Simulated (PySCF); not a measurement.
AlFH3N, SMILES [NH2][AlH][F].

The structure is a stationary point at r2SCAN-D4/def2-TZVP. The values are those of a single conformer.

All values below come from TDA-ωB97X/def2-SVPD in PySCF 2.14.0.

Vertical excitations. Gas-phase values at a fixed geometry. State labels are in the subgroup Cs.

Q: Estimate the UV-visible absorptions. (An estimate is asked for; the answer gives what the named calculation found.)

A: 
| state | symmetry | energy (eV) | λ (nm) | f | main pairs |
|---|---|---|---|---|---|
| S1 | A" | 6.78 | 183 | 0.093 | HOMO→LUMO 83 % |
| S2 | A' | 7.38 | 168 | 0.108 | HOMO→LUMO+1 95 % |
| S3 | A" | 7.88 | 157 | 0.005 | HOMO→LUMO+2 86 % |
| S4 | A" | 8.01 | 155 | 0.140 | HOMO−1→LUMO+1 91 % |
| S5 | A" | 8.91 | 139 | 0.021 | HOMO→LUMO+4 40 %, HOMO→LUMO+3 39 %, HOMO→LUMO+9 13 % |
| S6 | A' | 9.00 | 138 | 0.174 | HOMO−1→LUMO 50 %, HOMO−1→LUMO+2 42 % |
| S7 | A" | 9.04 | 137 | 0.000 | HOMO→LUMO+5 53 %, HOMO→LUMO+4 17 %, HOMO→LUMO+9 17 % |
| S8 | A' | 9.41 | 132 | 0.299 | HOMO−1→LUMO+2 45 %, HOMO−1→LUMO 33 %, HOMO−1→LUMO+3 15 % |
| S9 | A" | 9.53 | 130 | 0.007 | HOMO→LUMO+3 39 %, HOMO→LUMO+4 29 %, HOMO→LUMO+5 12 %, HOMO→LUMO 11 % |
| S10 | A' | 10.03 | 124 | 0.164 | HOMO→LUMO+6 84 % |
| T1 | A' | 6.37 | 195 | 0 | HOMO→LUMO+1 93 % |
| T2 | A" | 6.48 | 191 | 0 | HOMO→LUMO 77 %, HOMO→LUMO+3 14 % |
| T3 | A" | 7.32 | 169 | 0 | HOMO−1→LUMO+1 96 % |
| T4 | A" | 7.86 | 158 | 0 | HOMO→LUMO+2 86 % |
Triplets are in the Tamm–Dancoff approximation.
